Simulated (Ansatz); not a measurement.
## Energy profile

The step: CH₆OSi ([CH3][SiH2][OH]) + H₂ → SiH₄O ([OH][SiH3]) + CH₄; bonds formed: Si1–H7, C2–H6; bonds broken: Si1–C2, H6–H7 (atoms numbered as in the saddle structure below).

```tsv
atom	x (Å)	y (Å)	z (Å)
Si1	-0.2946	0.7735	-0.0282
C2	0.9599	-0.9205	0.4311
H3	-0.8453	1.1168	1.3038
H4	0.9839	1.5288	-0.2005
O5	-0.9618	1.3043	-1.4401
H6	-0.3879	-0.8532	0.1426
H7	-1.4224	-0.5367	-0.1073
H8	1.4676	-0.4483	1.2720
H9	1.6060	-0.9428	-0.4462
H10	0.7199	-1.9543	0.7121
H11	-1.8253	0.9324	-1.6389
```

Electronic energies by CCSD(T) at an estimated basis limit (MP2 extrapolated from triple and quadruple zeta, plus CCSD(T) − MP2 in triple zeta), on PBE0-D4/def2-TZVP structures; CH₈OSi, singlet; no counterpoise correction. Computed with Ansatz 0.2.0 (basis: def2-TZVPP and def2-QZVPP); correlated methods freeze the cores. Extrapolation: Hartree–Fock as exp(−7.88 √X), correlation as X^−2.97.

**Question.** Give the profile in kcal/mol, counted from the separated reactants. (An estimate is asked for; the value comes from the calculation.)

**Answer.** The calculation gives:
| point | kcal/mol |
| --- | --- |
| separated: CH₆OSi (linked as [CH3][SiH2][OH]; Si1, C2, H3, H4, O5, H8, H9, H10, H11; singlet) + H₂ (H6, H7; singlet) | 0.00 |
| start structure | -0.80 |
| saddle | 66.27 |
| end structure | -5.73 |
| separated: SiH₄O (linked as [OH][SiH3]; Si1, H3, H4, O5, H7, H11; singlet) + CH₄ (C2, H6, H8, H9, H10; singlet) | -4.76 |

No T1 diagnostic of these runs exceeds 0.012. The start structure is not quite a true minimum (one mode of 28i cm⁻¹).

For scale, one of the runs: CCSD(T)/def2-TZVPP, 216 basis functions, launched by `ansatz run in.yaml --threads 4 --pin off --events-out ev --progress --plain --max-ram 9574MiB`. The run took 50 s on 4 CPU threads of an Intel Xeon (shared host), with 3.2 GiB of host memory at its peak.
